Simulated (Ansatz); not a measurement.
Reaction (redistribution): `[OH][Al]([Cl])[Br]` + `N[SiH2][SiH](O)S` → `[NH2][Al]([Cl])[Br]` + `O[SiH2][SiH](O)S`

Computed with Ansatz on PBE0-D4/def2-TZVP structures; ΔE is electronic, products minus reactants. CCSD(T)/CBS is the MP2 limit (def2-TZVPP, def2-QZVPP) plus CCSD(T) − MP2 in def2-TZVPP, frozen cores. Functionals use def2-TZVPP. For Br outer-core shells are correlated without core-valence functions, which leaves a few kJ/mol of doubt a bond. Scalar relativity is left out up to krypton. Each species was taken in one conformer, which may not be the lowest.

(1) Is it downhill or uphill in electronic energy at CCSD(T)/CBS, and by how much? (Best estimate.)

(2) What do these levels give: PBE0-D4, ωB97X-V, PBE0, SCS-MP2/def2-TZVPP, CCSD(T)/def2-TZVPP, CCSD/CBS(def2)? (Estimate.)

Largest T1 diagnostic among the species: 0.012.

## Answers

(1) Computed: Downhill: ΔE = -3.2 kJ/mol.

(2) Computed: PBE0-D4 -2.5, ωB97X-V -3.9, PBE0 -3.5, SCS-MP2/def2-TZVPP -4.0, CCSD(T)/def2-TZVPP -3.3, CCSD/CBS(def2) -4.1 kJ/mol.

In def2-TZVPP, CCSD(T) changes the Hartree–Fock value by +5.7 kJ/mol (the triples alone add +0.8 kJ/mol) and MP2 by +6.5 kJ/mol.
